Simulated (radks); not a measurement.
The numbers below are computed, except where a source is named.
Valence configurations of Os II (all share [Xe]). Level of theory: Dirac Kohn-Sham, PBEsol, spin-unpolarised, spherical densities, finite nucleus; open shells fill j = l - 1/2 first; Fermi nuclear charge, rms radius 5.4126 fm (a radial shooting solver on a logarithmic mesh with Libxc functionals). Energies are relative to 4f14 5d6 6s1; eigenvalues in eV.

valence           E (eV)  e(4f5/2)  e(4f7/2)  e(5d3/2)  e(5d5/2)  e(6p1/2)
4f14 5d6 6s1       0.000   -61.081   -58.275   -14.646   -13.562         -
4f14 5d5 6s2       0.919   -64.101   -61.294   -16.691   -15.534         -
4f14 5d6 6p1       5.437   -62.336   -59.530   -15.758   -14.655    -8.397
4f14 5d5 6s1 6p1   6.672   -65.352   -62.545   -17.783   -16.607    -9.076
4f13.5 5d6.5 6s1  23.460   -66.190   -63.333   -15.337   -14.186         -
4f13 5d7 6s1      49.165   -71.405   -68.496   -16.024   -14.807         -
4f13 5d6 6s2      51.145   -74.619   -71.709   -18.237   -16.944         -
4f13 5d6 6s1 6p1  57.065   -75.877   -72.967   -19.356   -18.046    -9.215
4f12 5d7 6p2      122.84   -88.026   -85.012   -22.005   -20.543    -9.941
4f12 5d6 6s1 6p2  127.83   -91.580   -88.563   -24.405   -22.865   -10.641

NIST lists [Xe] 4f14 5d6 6s1 as the ground configuration; this level of theory agrees among the configurations tried. The energies are those of spherical spin-averaged densities, not of single terms.
